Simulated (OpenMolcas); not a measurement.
# OpenMolcas run: W2+

Input:

```
&GATEWAY
Coord
1

W 0.0 0.0 0.0
Basis=ANO-RCC-VDZP
Group=XYZ
NoMove
AngMom=0.0 0.0 0.0
AMFI
&SEWARD
* reference wave functions (RASSCF and RASSI steps not shown): 4 electrons in 9 orbitals (RAS2 5d 6s; RAS3 6p, at most 2 electrons)
>>> COPY JOB001 $Project.JobIph
&CASPT2
Multistate=15 1 2 3 4 5 6 7 8 9 10 11 12 13 14 15
Frozen=14 16
IPEA=0.25
Imaginary=0.1
MaxIter=60
WThr=0.0 0.3 0.05
PrWF=0.5
NoMix
>>> COPY JOB002 $Project.JobIph
&CASPT2
Multistate=90 1 2 3 4 5 6 7 8 9 10 11 12 13 14 15 16 17 18 19 20 21 22
23 24 25 26 27 28 29 30 31 32 33 34 35 36 37 38 39 40 41 42 43 44 45 46
47 48 49 50 51 52 53 54 55 56 57 58 59 60 61 62 63 64 65 66 67 68 69 70
71 72 73 74 75 76 77 78 79 80 81 82 83 84 85 86 87 88 89 90
NoMult
Frozen=14 16
IPEA=0.25
Imaginary=0.1
MaxIter=60
WThr=0.0 0.3 0.05
PrWF=0.5
NoMix
>>> COPY JOB003 $Project.JobIph
&CASPT2
Multistate=89 1 2 3 4 5 6 7 8 9 10 11 12 13 14 15 16 17 18 19 20 21 22
23 24 25 26 27 28 29 30 31 32 33 34 35 36 37 38 39 40 41 42 43 44 45 46
47 48 49 50 51 52 53 54 55 56 57 58 59 60 61 62 63 64 65 66 67 68 69 70
71 72 73 74 75 76 77 78 79 80 81 82 83 84 85 86 87 88 89
NoMult
Frozen=14 16
IPEA=0.25
Imaginary=0.1
MaxIter=60
WThr=0.0 0.3 0.05
PrWF=0.5
NoMix
...
```

Launched by
```bash
OMP_NUM_THREADS=1 MOLCAS_MEM=1689 MOLCAS_PROJECT=a pymolcas a.inp > a.log  # once for each step of the input, in one work folder
```

Output, cut to the results:

```
--- CASPT2 ---
Orbital specifications:
      -----------------------

      Symmetry species                           1   2
                                                ag  au
      Frozen orbitals                           14  16
      Inactive orbitals                          1   3
      Active orbitals                            6   3
      Secondary orbitals                        15  10
      Deleted orbitals                           0   0
      Number of basis functions                 36  32
Type of calculation                        MS-CASPT2
      Fock operator                              state-specific
      IPEA shift                                 0.25
      Real shift                                 0.00
      Imaginary shift                            0.10
      The input orbitals will be transformed to quasi-canonical
Reference energy:      -16126.5725551268
      E2 (Non-variational):      -0.1847394147
      Shift correction:          -0.0000943799
      E2 (Variational):          -0.1848337946
      Total energy:          -16126.7573889214
      Residual norm:              0.0000004330
      Reference weight:           0.96555
      Contributions to the CASPT2 correlation energy
      Active & Virtual Only:         -0.0194999855
      One Inactive Excited:          -0.0834246976
      Two Inactive Excited:          -0.0818147316
Reference energy:      -16126.5725551268
      E2 (Non-variational):      -0.1846868609
      Shift correction:          -0.0000940754
      E2 (Variational):          -0.1847809362
      Total energy:          -16126.7573360630
      Residual norm:              0.0000004346
      Reference weight:           0.96558
      Contributions to the CASPT2 correlation energy
      Active & Virtual Only:         -0.0194722795
      One Inactive Excited:          -0.0833998844
      Two Inactive Excited:          -0.0818146970
::    CASPT2 Root  1     Total energy: -16126.75738892
::    CASPT2 Root  2     Total energy: -16126.75733606
::    CASPT2 Root  3     Total energy: -16126.75749480
::    CASPT2 Root  4     Total energy: -16126.75734327
::    CASPT2 Root  5     Total energy: -16126.75749463
::    CASPT2 Root  6     Total energy: -16126.71243266
::    CASPT2 Root  7     Total energy: -16126.71099308
::    CASPT2 Root  8     Total energy: -16126.71142944
::    CASPT2 Root  9     Total energy: -16126.71207749
::    CASPT2 Root 10     Total energy: -16126.71207125
::    CASPT2 Root 11     Total energy: -16126.71215860
::    CASPT2 Root 12     Total energy: -16126.71248266
::    CASPT2 Root 13     Total energy: -16126.66914556
::    CASPT2 Root 14     Total energy: -16126.66915836
::    CASPT2 Root 15     Total energy: -16126.66915886
::    MS-CASPT2 Root  1     Total energy: -16126.75749694
::    MS-CASPT2 Root  2     Total energy: -16126.75749260
::    MS-CASPT2 Root  3     Total energy: -16126.75738890
::    MS-CASPT2 Root  4     Total energy: -16126.75734327
::    MS-CASPT2 Root  5     Total energy: -16126.75733601
::    MS-CASPT2 Root  6     Total energy: -16126.71304153
::    MS-CASPT2 Root  7     Total energy: -16126.71259472
::    MS-CASPT2 Root  8     Total energy: -16126.71236323
::    MS-CASPT2 Root  9     Total energy: -16126.71204538
::    MS-CASPT2 Root 10     Total energy: -16126.71155789
::    MS-CASPT2 Root 11     Total energy: -16126.71123548
::    MS-CASPT2 Root 12     Total energy: -16126.71084350
::    MS-CASPT2 Root 13     Total energy: -16126.66915001
::    MS-CASPT2 Root 14     Total energy: -16126.66914720
::    MS-CASPT2 Root 15     Total energy: -16126.66912897
--- CASPT2 ---
Orbital specifications:
      -----------------------

      Symmetry species                           1   2
                                                ag  au
      Frozen orbitals                           14  16
      Inactive orbitals                          1   3
      Active orbitals                            6   3
      Secondary orbitals                        15  10
      Deleted orbitals                           0   0
      Number of basis functions                 36  32
Type of calculation                        SS-CASPT2
      Fock operator                              state-specific
      IPEA shift                                 0.25
      Real shift                                 0.00
      Imaginary shift                            0.10
      The input orbitals will be transformed to quasi-canonical
Reference energy:      -16126.5263707391
      E2 (Non-variational):      -0.1933354348
      Shift correction:          -0.0001679874
      E2 (Variational):          -0.1935034222
      Total energy:          -16126.7198741614
      Residual norm:              0.0000008275
      Reference weight:           0.95934
      Contributions to the CASPT2 correlation energy
      Active & Virtual Only:         -0.0260176116
      One Inactive Excited:          -0.0778426348
      Two Inactive Excited:          -0.0894751884
Reference energy:      -16126.5263707391
      E2 (Non-variational):      -0.1933354390
      Shift correction:          -0.0001679867
      E2 (Variational):          -0.1935034256
      Total energy:          -16126.7198741648
      Residual norm:              0.0000008274
      Reference weight:           0.95934
      Contributions to the CASPT2 correlation energy
      Active & Virtual Only:         -0.0260176059
      One Inactive Excited:          -0.0778426446
      Two Inactive Excited:          -0.0894751885
::    CASPT2 Root  1     Total energy: -16126.71987416
::    CASPT2 Root  2     Total energy: -16126.71987416
::    CASPT2 Root  3     Total energy: -16126.71987367
::    CASPT2 Root  4     Total energy: -16126.70642332
::    CASPT2 Root  5     Total energy: -16126.70643710
::    CASPT2 Root  6     Total energy: -16126.70651780
::    CASPT2 Root  7     Total energy: -16126.70659206
::    CASPT2 Root  8     Total energy: -16126.70660627
::    CASPT2 Root  9     Total energy: -16126.70662891
...
```

Levels above the lowest, from the spin-orbit matrix with the single-state CASPT2 energies, averaged by term, on its diagonal:

```tsv
Configuration	Term	J	E (cm⁻¹)	Measured (cm⁻¹)	g	Term weight %	Second
5d⁴	⁵D	0	0.0	0.0		61	35 ³P
5d⁴	⁵D	1	2980	2256	1.500	81	18 ³P
5d⁴	⁵D	2	5750	4461	1.479	92	4 ³P
5d⁴	⁵D	3	7870	6278	1.463	89	6 ³F(1)
5d⁴	⁵D	4	9370	7687	1.429	76	19 ³F(1)
5d³ 6s	⁵F	1	11850	10969	0.088	88	5 ³D
5d⁴	³P	0	11890			55	38 ⁵D
5d³ 6s	⁵F	2	13510	12427	1.011	86	4 ³D
5d⁴	³P	1	15200	12881	1.401	75	15 ⁵D
5d³ 6s	⁵F	3	16240		1.243	94	
5d⁴	³F(1)	2	16340		0.800	67	22 ¹D
5d⁴	³H	4	16540		0.997	48	18 ³G
5d⁴	³G	3	17750		0.957	45	45 ³F(1)
5d³ 6s	⁵F	4	19100		1.314	90	3 ³G
5d⁴	³P	2	19340		1.411	66	16 ³D
5d⁴	³H	5	20220		1.112	62	30 ³G
5d³ 6s	⁵F	5	21770		1.315	72	17 5d⁴ ³H
5d⁴	³F(1)	4	21860		1.077	35	34 ³H
5d⁴	³H	6	22330		1.138	83	17 ¹I
5d⁴	³F(1)	3	23340		1.001	43	32 ³G
5d³ 6s	³P(1)	2	23830		1.269	25	20 5d⁴ ¹D
5d⁴	³G	4	24070		1.100	48	23 ¹G(1)
5d³ 6s	⁵P	1	24840		2.274	78	17 ³P(1)
5d³ 6s	⁵P	2	25430		1.364	30	18 5d⁴ ¹D
```

Against the 7 measured excited levels shown (NIST levels as listed in McCann et al., Mon. Not. R. Astron. Soc. 538, 537 (2025)) the mean absolute deviation is 1400 cm-1; the largest miss in energy is 5d⁴ ³P₁ [75 %]: computed 15200, measured 12881 cm⁻¹ (+18.0 %), and the largest in proportion 5d⁴ ⁵D₁ (+31.9 %).

Term energies are means over components that CASPT2 splits; among the terms shown or strongly mixed into the levels shown the widest spread is 330 cm-1 (5d³ 6s ⁵F). Some high roots are left out of the spin-orbit mixing, which shifts the levels that they would mix with. Some levels mix across a computed gap that differs much from the measured one, so their mixing is not that of the real levels. Terms from blocks run as CI alone lack orbitals of their own. Configurations are named by rounded mean occupations; where the s occupation lies near a half they are strongly mixed, a name can repeat and a true partner stay unpaired. A single d shell beside an s shell can misplace configurations of different d count against each other. Some terms miss by over 15 % even with CASPT2, which points to a basis or an active space too small for the shells correlated. Measured partners are found by configuration, term and J. A level has none where our copy of the source lacks it or the pairing is in doubt (some pairs that miss far off the trend of their configuration count as doubtful), and it then counts in no deviation. Only configurations of the active space appear. The first state left out of the spin-orbit step lies near 52000 cm-1 above the lowest spin-free state of the reference (among the parities and spins computed), and the list stops at four fifths of that energy or lower. The table shows the lowest 24 of 52 levels.

The term weight is that of the spin-free term in the level, not the purity of its configuration. A share in square brackets marks a mixed level and gives the weight of the term that names it. A number in round brackets counts repeated terms of one configuration in the order of the reference energies.
